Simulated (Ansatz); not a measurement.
Correlation energies of C$_{2}$H$_{7}$FO$_{2}$Si (`CO[SiH](F)OC`) by basis set

Z-matrix (Å, degrees):
```
C
O 1 1.411
H 1 1.091 2 108.0
H 1 1.095 2 111.1 3 -118.9
H 1 1.093 2 111.2 3 119.5
Si 2 1.614 1 126.3 3 -170.9
O 6 1.623 2 108.6 1 45.7
F 6 1.587 2 106.4 1 165.5
H 6 1.478 2 113.7 1 -77.5
C 7 1.411 6 125.3 2 -173.7
H 10 1.093 7 110.7 6 -81.5
H 10 1.091 7 108.3 6 159.3
H 10 1.096 7 111.8 6 39.9
```

Total charge 0; spin multiplicity 1. All single points use the PBE0-D4/def2-TZVP geometry. It is one conformer, not always the lowest. Frozen core, restricted reference, Ansatz 0.2.0. CBS rows extrapolate triple and quadruple zeta; past MP2 they add the triple-zeta difference.

```
     basis     HF (Eh)  MP2 corr.
def2-TZVPP  -618.22333   -1.18383
def2-QZVPP  -618.24955   -1.27869
```

Q: Estimate the CCSD correlation energy and the (T) correction in each basis where they were run (hartree).

A: 
```
     basis  CCSD corr.       (T)
def2-TZVPP    -1.22159  -0.04159
 CBS(def2)    -1.38673     as TZ
```
